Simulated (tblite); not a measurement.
Species: C5H9OP.
Structure used (GFN2-xTB), in Å, numbered top down from 1:
```
atom  x, y, z in Å
C1     2.2662   -0.6285    0.1984
C2     1.8502    0.6619   -0.4181
P3     0.4765    1.5828   -0.1704
C4    -0.4804    0.5888    1.1273
C5    -1.2251   -0.4951    0.4068
C6    -2.4704   -0.0292   -0.3009
O7    -0.8357   -1.6379    0.3691
H8     2.7095   -0.4504    1.1813
H9     1.4235   -1.3036    0.3294
H10    3.0149   -1.1186   -0.4199
H11    2.5530    1.0972   -1.1195
H12   -1.1705    1.2856    1.6050
H13    0.2127    0.1810    1.8629
H14   -3.2291    0.2254    0.4370
H15   -2.2505    0.8639   -0.8845
H16   -2.8524   -0.8145   -0.9478
```

Computed values, GFN2-xTB/tblite, gas phase, harmonic and unscaled. Against measured fundamentals such values can be off by several per cent, at times by over 20. One conformer, not necessarily the lowest.

Harmonic wavenumbers (cm⁻¹): 36.4, 71.6, 102.8, 116.7, 136.1, 213.5, 261.5, 389.2, 411.9, 501.6, 544.3, 683.7, 727.7, 837.8, 866.7, 876.5, 967.3, 986.5, 1003.2, 1052.0, 1090.0, 1141.7, 1177.7, 1189.7, 1349.2, 1366.8, 1400.6, 1415.3, 1446.4, 1457.9, 1471.4, 1483.5, 1749.7, 2961.4, 2979.3, 2992.7, 3010.2, 3021.8, 3024.3, 3034.7, 3044.2, 3056.1.

A = 3177, B = 1636, C = 1235 MHz; mass 116.039 u (most abundant isotopes); point group C1, symmetry number 1.

Problem. What is the zero-point energy?

Solution. ½Σν̃ = 27826 cm⁻¹ = 79.56 kcal/mol.

Problem. What is S at 500 K and 1 bar for an ideal gas of classical rigid rotors and harmonic oscillators?

Solution. Translation 42.76, rotation 29.85, vibration 44.23: S = 116.8 cal/(mol K).

Problem. And Cp and H(500 K) − H(0)?

Solution. Cp = 47.75 cal/(mol K), of which vibrations give 39.80 (their classical limit is 42 R = 83.5); H(500 K) − H(0) = 14.68 kcal/mol without the zero-point energy, 10.70 from vibrations.

Problem. Which modes carry the vibrational entropy at 500 K?

Solution. 36.4 cm⁻¹: 6.47; 71.6 cm⁻¹: 5.13; 102.8 cm⁻¹: 4.41; 116.7 cm⁻¹: 4.16; 136.1 cm⁻¹: 3.86; 213.5 cm⁻¹: 2.99 cal/(mol K); the other 36 give 17.20 together.

Problem. What must be added to the electronic energy to get the Gibbs energy at 500 K and 1 bar?

Solution. ZPE + [H(500 K) − H(0)] − T·S = 79.56 + 14.68 − 58.41 = 35.83 kcal/mol.

Problem. Blend soft modes into free rotors: weight 1/[1 + (100 cm⁻¹/ν̃)⁴] for the oscillator and the rest for a rotor with moment μB/(μ + B), μ = h/(8π²ν), B = 10⁻⁴⁴ kg m². What vibrational entropy results?

Solution. 39.99 cal/(mol K) in place of 44.23, which changes −T·S at 500 K by +2.12 kcal/mol.

Hindered rotation and anharmonicity are outside this model. Other conformers, if any are populated, would add a mixing term that is left out. The structure is chiral; the term R ln 2 for an equal mix with its mirror image is left out.
